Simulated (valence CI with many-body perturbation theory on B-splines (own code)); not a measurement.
Ag40+: key properties

Method: valence CI with perturbative core correlation (CI+MBPT): five valence electrons over a frozen Dirac-Fock core [He], a basis of 9 s, 9 p, 8 d, 6 f, 3 g, 1 h functions for each j, with the one-electron correlation potential Σ1, the two-electron term Σ2, the three-electron term Σ3, Breit, model QED; selected CI, second order for the rest (own B-spline code, finite nucleus).

The last digits are not significant, and no measured levels were compared; by estimate large intervals hold to a few tenths of a per cent, small ones and those within an open d or f shell to about a per cent. Among the levels kept, up to 1700 cm⁻¹ of a level comes from second order outside the variational space, and about a tenth of that is noise between levels of different J, which matters for small intervals.

Levels are named by their leading jj configuration (3d3/2^4 stands for four electrons in 3d with j = 3/2), which in mixed levels can hold well under half, so a name can repeat and another be missing.

Rates and lifetimes use the calculated energies. Strong lines usually hold to 10 to 20 %, long lifetimes can be off by a factor of two.

Task: What is the ground level?

Result: (2s^2 2p1/2^2 2p3/2) J=3/2, composition 44 % 2s2 2p3 2P° + 31 % 2s2 2p3 4S° + 25 % 2s2 2p3 2D°, g = 1.395.

Task: Where does the other parity begin?

Result: At (2s 2p1/2^2 2p3/2^2) J=5/2, 348.6 eV.

Task: Among levels below 3915.3 eV, which E1 lines absorb most strongly from the ground level?

Result: to (2s^2 2p1/2 2p3/2 3d3/2) J=5/2 at 0.3302 nm, f = 0.409; to (2s^2 2p1/2^2 3d5/2) J=5/2 at 0.3456 nm, f = 0.307; to (2s^2 2p1/2 2p3/2 3d3/2) J=3/2 at 0.3293 nm, f = 0.295.

Task: What are the static dipole polarisabilities of the lowest levels?

Result: (2s^2 2p1/2^2 2p3/2) J=3/2 0.000741 (tensor 0.00013); (2s^2 2p1/2 2p3/2^2) J=3/2 0.000954 (tensor 3.3e-05) bohr³, of which the core gives 1.68e-06.

Task: Name the longest-lived excited levels whose lifetime is computed, and their main decay.

Result: (2s^2 2p1/2 2p3/2^2) J=5/2 at 186.1 eV lives 112 ns, mostly by M1 to (2s^2 2p1/2^2 2p3/2) J=3/2; (2s^2 2p1/2 2p3/2^2) J=1/2 at 211.2 eV lives 25.6 ns, mostly by M1 to (2s^2 2p1/2^2 2p3/2) J=3/2; (2s^2 2p1/2 2p3/2^2) J=3/2 at 168.3 eV lives 19.7 ns, mostly by M1 to (2s^2 2p1/2^2 2p3/2) J=3/2.

Task: What is the ionisation energy?

Result: 6167.4 eV; NIST lists 6170 ± 40 eV (semi-empirical).

Task: How well does LS coupling describe the low levels?

Result: Among the lowest 20 levels the leading LS term, summed over configurations, holds 62 % on average. For single configurations the figures are 62 % in LS and 96 % in jj coupling. Terms mix most in the J = 3/2 level at 3508.8 eV, where the leading one holds 29 %.
